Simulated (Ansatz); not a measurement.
`[F][W](=[S])(=[S])[Cl]` + `[CH3][Sn][Br]` → `[CH3][W]([F])(=[S])=[S]` + `[Cl][Sn][Br]` at 400 K and 1 bar (redistribution).

Isolated molecules relaxed with PBE0-D4/def2-TZVP in Ansatz; ΔE leaves out vibrations. CCSD(T)/CBS adds triple-zeta CCSD(T) − MP2 to the extrapolated MP2 energy (def2 sets, frozen cores). def2 core potentials past Kr. For Br, Sn, W outer-core shells are correlated without core-valence functions, which leaves a few kJ/mol of doubt a bond. Scalar relativity is left out up to krypton.

| species | CCSD(T)/CBS energy (Eh) | H − E (kJ/mol) | S (J/(mol·K)) |
| --- | --- | --- | --- |
| `[F][W](=[S])(=[S])[Cl]` | -1422.27249 | 48.2 | 389.0 |
| `[CH3][Sn][Br]` | -2827.25518 | 117.3 | 355.8 |
| `[CH3][W]([F])(=[S])=[S]` | -1002.30482 | 141.7 | 401.2 |
| `[Cl][Sn][Br]` | -3247.23683 | 24.0 | 339.6 |

H − E and S are ideal-gas, rigid-rotor, harmonic terms from PBE0-D4/def2-TZVP. 1 Eh = 2625.50 kJ/mol, R = 8.31446 J/(mol·K).

Problem. By hand: ΔE, ΔH, ΔS and ΔG.

Solution. ΔE = (-1002.30482) + (-3247.23683) − (-1422.27249) − (-2827.25518) = -0.01398 Eh = -36.7 kJ/mol. Δ(H − E) = 141.7 + 24.0 − 48.2 − 117.3 = 0.2, so ΔH = -36.5 kJ/mol. ΔS = 401.2 + 339.6 − 389.0 − 355.8 = -4.0 J/(mol·K). ΔG = -36.5 − 400 × (-4.0)/1000 = -34.9 kJ/mol.

Problem. By hand: the equilibrium constant, and the temperature at which ΔG would vanish if ΔH and ΔS stayed fixed.

Solution. log₁₀ K = −ΔG/(RT ln 10) = 4.6. ΔG = 0 at ΔH/ΔS = 9125 K, far beyond where these terms or the molecules hold.

The number of gas molecules stays the same, so ΔS is small and ΔH decides. A doubt of 5 kJ/mol in ΔE shifts log₁₀ K by 0.7 here. These are equilibria of isolated gas molecules and say nothing of rates. Largest T1 diagnostic: 0.022 (customary marks: 0.02 for closed shells, 0.045 for open ones).
